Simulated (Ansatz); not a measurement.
Consider the formal exchange of groups at the Si–Si bond: `F[SiH](F)[Si](F)(F)F` + CH₄ → `C[SiH](F)F` + `F[SiH](F)F`.

Computed with Ansatz on PBE0-D4/def2-TZVP structures; ΔE is electronic, products minus reactants. CCSD(T)/CBS adds triple-zeta CCSD(T) − MP2 to the extrapolated MP2 energy (def2 sets, frozen cores). This one scheme is used for every species. Functionals use def2-TZVPP. HSE06 is defined as in plane-wave codes. One conformer a species, not always the lowest.

```tsv
level	ΔE (kcal/mol)
HSE06	-8.5
RPA@PBE/def2-TZVPP	-10.5
```

What does CCSD(T)/CBS give? (Estimate.)

Computed: -10.6 kcal/mol. The listed levels differ from it by 2.1, 0.1 kcal/mol.

Largest T1 diagnostic among the species: 0.013.

From r2SCAN to r2SCAN0 (25 % exact exchange), in def2-TZVPP and without D4, ΔE moves by −1.2 kcal/mol. The D4 term adds +1.2 kcal/mol with B3LYP and +0.7 kcal/mol with PBE0; it sums over pairs of atoms, weighted by their polarisabilities, and B3LYP, whose exchange is more repulsive, gets the larger term.

B3LYP here is the variant with VWN-RPA as its local correlation; programs differ in this.
